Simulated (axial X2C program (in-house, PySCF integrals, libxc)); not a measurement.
**Levels of SnSe⁻ by electron attachment to SnSe (EOM-EA-CCSD)**

Calculated with an in-house all-electron X2C program for linear molecules (integrals from PySCF): two-component X2C with atomic mean-field Coulomb and Gaunt terms, Gaussian nuclei, basis Sn dyall-acv3z, Se dyall-acv3z with contracted cores.

R = 2.329 Å (near the PBE0 minimum at charge 0 of the determinant lowest at the starting distance; the state shown can have its own minimum elsewhere).

Levels of SnSe⁻ obtained by attaching an electron to SnSe:

```tsv
Ω	binding energy (eV)	above lowest (cm⁻¹)	attached spinor	one-particle weight
1/2	0.774	0	62% Sn pπ, 12% Sn dπ, 11% Se pπ	0.95
3/2	0.591	1477	62% Sn pπ, 13% Sn dπ, 10% Se pπ	0.95
1/2	-0.529	10510	60% Sn pσ, 36% Sn sσ	0.99
1/2	-0.727	12103	50% Sn sσ, 27% Sn pσ, 10% Sn dσ	0.98
1/2	-0.910	13581	94% Sn pπ	0.99
3/2	-0.942	13840	95% Sn pπ	0.99
1/2	-1.961	22060	74% Se pσ, 16% Sn dσ, 6% Se dσ	0.98
```

**Question.** What is the splitting of the first π pair in the table, and is it regular or inverted?

**Answer.** E(3/2) − E(1/2) = 1477 − 0 = 1477 cm⁻¹ at EOM-EA-CCSD: regular, Ω = 1/2 lower. Splittings at this level can be off by ten to twenty per cent.

Negative binding energies belong to unbound states, resonances or levels that the basis set holds; within some tenths of an eV of zero the sign is not settled.

This point took 10 s on 1 thread of Arm Neoverse V2, with other jobs on the host.

Reference electrons by ω block (each with its −ω partner): 1/2: 27, 3/2: 12, 5/2: 3. 10 electrons of SnSe correlated (inner shells frozen), 92 natural virtual spinors (a truncated set); levels can be off by some tenths of an eV. Roots sought by Ω: (1/2: 5, 3/2: 4, 5/2: 2, 7/2: 1); rows need 60 % one-particle weight and stop where some Ω has no more roots. Missing are any skipped roots, higher Ω and states of a further excitation; these come out far too high here and may in truth be low or lowest. T1 of the reference 0.028 (Lee–Taylor). Number of frozen shells: Sn 4 s, 3 p, 2 d; Se 3 s, 2 p, 1 d. Large amplitudes in the reference (orbital relaxation or multireference character) lower the reliability.
